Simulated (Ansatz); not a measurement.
Process, species as SMILES: O=BF → B atom + F atom + O atom
B3LYP-D3(BJ)/def2-TZVP geometries, fixed; electronic energies without zero-point terms.

Basis-set convergence of the atomisation energy at MP2 with Ansatz (an electronic-structure program). Cartesian d functions, on some or all atoms, in 6-31+G*; all else is spherical. Cores are frozen. Open shells are unrestricted. No added dispersion term, no relativity. Functions are those of the species that has most. Reference: Hartree-Fock in aug-cc-pVQZ plus the correlation part extrapolated as X^-3 from aug-cc-pVTZ and aug-cc-pVQZ, 381.14 kcal/mol, itself unsure by roughly 1.58 kcal/mol (a third of the extrapolation step and of the last Hartree-Fock step). Deviations are taken from unrounded values.

```tsv
basis	functions	atomisation energy (kcal/mol)	minus reference (kcal/mol)
3-21G	27	317.97	-63.17
6-31G	27	309.26	-71.88
pcseg-0	27	313.81	-67.33
cc-pVDZ	42	347.27	-33.87
def2-SVP	42	365.06	-16.08
6-31+G*	57	357.43	-23.72
6-311+G**	66	356.56	-24.58
aug-cc-pVDZ	69	350.58	-30.56
6-311++G(2d,2p)	81	364.62	-16.53
def2-TZVPP	93	370.10	-11.04
pcseg-3	180	378.84	-2.30
aug-cc-pVQZ	240	377.52	-3.63
aug-pcseg-3	255	379.33	-1.82
```
